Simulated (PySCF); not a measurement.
Compound: C₅H₁₀O₃.
Atom-mapped SMILES: `[CH3:1][O:2][C@@H:3]1[O:4][CH2:5][C@@H:6]([CH3:7])[O:8]1` (hydrogens: H9, H10, H11 on C1; H12 on C3; H13, H14 on C5; H15 on C6; H16, H17, H18 on C7)

Structure optimised with GFN2-xTB, isolated species.

(1) List the bond lengths, angles and torsions at this level.

Results:

(1) 
```csv
bond,length (Å),order
C1–O2,1.411,single
O2–C3,1.397,single
C3–O4,1.394,single
O4–C5,1.419,single
C5–C6,1.549,single
C6–C7,1.519,single
C6–O8,1.428,single
C3–O8,1.373,single
"C1–H9, C1–H10, C1–H11",1.092,single
C3–H12,1.103,single
C5–H13,1.092,single
C5–H14,1.094,single
C6–H15,1.098,single
"C7–H16, C7–H17, C7–H18",1.086,single
```

Bonds in one row agree within 0.01 Å and their mean is given. Orders are formal, as drawn. A selection of angles:
```csv
angle,degrees
O2–C1–H9,106.0
O2–C1–H10,110.7
H9–C1–H10,110.0
C1–O2–C3,113.9
O2–C3–O4,111.9
O2–C3–O8,108.9
O2–C3–H12,110.5
O4–C3–O8,107.0
O4–C3–H12,108.4
O8–C3–H12,110.1
C3–O4–C5,106.0
O4–C5–C6,104.4
O4–C5–H13,107.6
O4–C5–H14,110.3
C6–C5–H13,112.7
C6–C5–H14,111.7
H13–C5–H14,110.0
C5–C6–C7,114.3
C5–C6–O8,103.0
C5–C6–H15,110.4
C7–C6–O8,109.7
C7–C6–H15,110.5
O8–C6–H15,108.7
C6–C7–H16,109.8
H16–C7–H17,109.3
C3–O8–C6,106.4
```

Torsions: C1–O2–C3–O4 -71° (synclinal); O2–C3–O4–C5 -84° (synclinal); C3–O4–C5–C6 -19° (synperiplanar); O4–C5–C6–C7 -121° (anticlinal); C5–C6–O8–C3 23° (synperiplanar); O2–C3–O8–C6 84° (synclinal).

The 5-membered ring C3–O4–C5–C6–O8 has internal angles of 103.0° to 107.0° (sum 527°, against 540° for a flat polygon); it is puckered, 0.14 Å rms from its mean plane, widest ring torsion 37°. The 2 C–C bonds span 1.519 Å (C6–C7, drawn single) to 1.549 Å (C5–C6, drawn single), a spread of 0.030 Å. The 6 C–O bonds span 1.373 Å (C3–O8, drawn single) to 1.428 Å (C6–O8, drawn single), a spread of 0.055 Å. Of the pairs four or more bonds apart, O4···H11 is among the closest relative to their van der Waals radii: 2.63 Å, 97 % of the sum of Bondi's values.

Point group: C1 (no symmetry element, even within 0.4 Å). GFN2-xTB frequencies: not computed here. The numbers are those of one conformer.
